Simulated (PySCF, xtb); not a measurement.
S-ethyl ethanethioate (C4H8OS), SMILES CCSC(C)=O.

Geometry: B3LYP-D3(BJ)/def2-SVP. The geometry has at least one imaginary mode, so it is a saddle point at that level. Other conformers were not sampled.

Method: C-PCM-M06-2X/def2-SVP (PySCF).

The values are the electrostatic part of the solvation free energy, E(continuum) − E(gas) at the gas-phase geometry, in a cavity of scaled van der Waals radii (PySCF's table); cavitation and dispersion terms are not included. In vacuum the orbital gap is 9.04 eV. The dipole moment in vacuum is 1.23 D.

Question: Estimate the values in water (ε = 78.36), dichloromethane (ε = 8.93), toluene (ε = 2.37). (Estimate from the structure and the level; the computed values follow.)

Answer: 
| solvent | ε | ΔG(elec) (kcal/mol) | dipole (D) | gap (eV) |
|---|---|---|---|---|
| water | 78.36 | -4.5 | 1.60 | 9.05 |
| dichloromethane | 8.93 | -4.0 | 1.55 | 9.05 |
| toluene | 2.37 | -2.5 | 1.42 | 9.05 |

For comparison, GFN2-xTB/ALPB(water) (xtb, at the GFN2-xTB geometry, all terms of that model) gives -2.7 kcal/mol.
